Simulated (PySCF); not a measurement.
Structure from NMR data

The spectra below were simulated for a compound C$_{6}$H$_{8}$BNO$_{2}$.

¹H NMR (500 MHz, computed): δ 7.86 (d, 2H), 6.44 (d, 2H), 3.19 (br s, 2H), 2.52 (br s, 2H).

¹³C{¹H} NMR (computed): δ 150.5, 140.3, 118.8, 112.5.

Method: NMR shieldings at B97-2/pcSseg-1/GIAO, geometry: PBE0-D3(BJ)/def2-SVP, in PySCF (non-relativistic Hamiltonian, one computed conformer, fast rotation and ring inversion assumed for equivalent nuclei, gas phase).

References, each an isolated molecule treated in the same way: ¹H, ¹³C vs TMS.

Propose a structure and justify it.

## Answers


4 carbon signals for 6 carbons: some carbons are equivalent by symmetry or fast rotation. Carbon types of the structure: 2 × C, 4 × CH, leaving 4 H on heteroatoms. δC 150.5: aromatic carbon bearing nitrogen; the electronegative substituent deshields the carbon that carries it. δC 140.3, 112.5: aromatic CH. δC 118.8: substituted aromatic carbon. δH 7.86, 6.44: hydrogen on an aromatic CH. δH 3.19: hydrogen on an aniline-type nitrogen; exchangeable; this is the value without hydrogen bonding to other molecules. δH 2.52: hydrogen on an oxygen bonded to B; exchangeable; this is the value without hydrogen bonding to other molecules.

The compound is SMILES Nc1ccc(B(O)O)cc1.

The data come from this structure; uniqueness wasn't tested.

Exchangeable OH/NH protons stand at their gas-phase positions; hydrogen bonding in a real sample shifts them, mostly to higher δ. A carbon bonded to boron is broadened by the quadrupolar boron nucleus and is often missing from a measured spectrum. Shifts are as computed. Against solution values, carbons near 30 ppm lie about +1 ppm off and those near 130 ppm about +2 ppm. Of 1211 compounds with measured shifts, 218 miss one by over three times the rms of a fit or turn the order of signals round; such compounds aren't used in these exercises. No couplings were computed; multiplicities are counted from neighbouring protons, with m where these are inequivalent, close in shift, in a saturated or five-membered ring or joined by F or P, and br s for small geminal =CH2 splittings.
